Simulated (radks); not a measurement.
The mean radii <r> (bohr) of the occupied orbitals of an atom or ion are listed with their occupations. All-electron calculation, Dirac Kohn-Sham, PBE, spin-unpolarised, spherical densities, finite nucleus; Fermi nuclear charge, rms radius of each element as measured or else 0.836 A^(1/3) + 0.57 fm. Program: a radial shooting solver on a logarithmic mesh with Libxc functionals.

orbital  occ.      <r>
1s1/2       2  0.04140
2s1/2       2   0.1761
2p1/2       2   0.1499
2p3/2       2   0.1535

Name the element and its charge. Open shells, if any, fill j = l - 1/2 first.

Answer. Z = 36, krypton, charge +28: Kr28+ in [He] 2s2 2p4. The 1s radius gives Z: for a bare nucleus <r> = (2 gamma + 1)/(2Z) with gamma = sqrt(1 - (Z/c)^2), 0.04069 bohr for Z = 36, and screening makes it slightly larger (0.04140 here). The occupations add up to 8, and the charge is Z minus that.
